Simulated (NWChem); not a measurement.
System: GeSiH5Cl; SMILES Cl[SiH2][GeH3]

Input file for NWChem:

```
start job
memory heap 200 mb stack 900 mb global 1100 mb
geometry units angstroms noautoz
  Si     0.880645     0.719958     0.033510
  Cl    -0.541936     2.163837    -0.486340
  Ge    -0.189396    -1.416325     0.007964
  H      2.007047     0.784238    -0.960048
  H      1.417304     1.052083     1.397946
  H      0.816786    -2.537264     0.387068
  H     -0.751287    -1.704600    -1.407883
  H     -1.360383    -1.428733     1.023785
end
basis spherical
  * library 6-31g*
end
dft
  xc b3lyp
  iterations 150
  mulliken
end
task dft energy
```

Structure relaxed at the PBE-D3(BJ)/def2-SVP level. B3LYP is NWChem's, with the RPA form of VWN correlation.

**Question.** Give the results of this calculation. (B3LYP/6-31G* (spherical d).) Quantities: energy (Ha); highest occupied level (eV); orbital gap (eV); dipole (D).

**Answer.** The energy (Ha) is -2829.50 and the highest occupied level (eV) is -7.89. The orbital gap (eV) is 7.26 and the dipole (D) is 1.79.
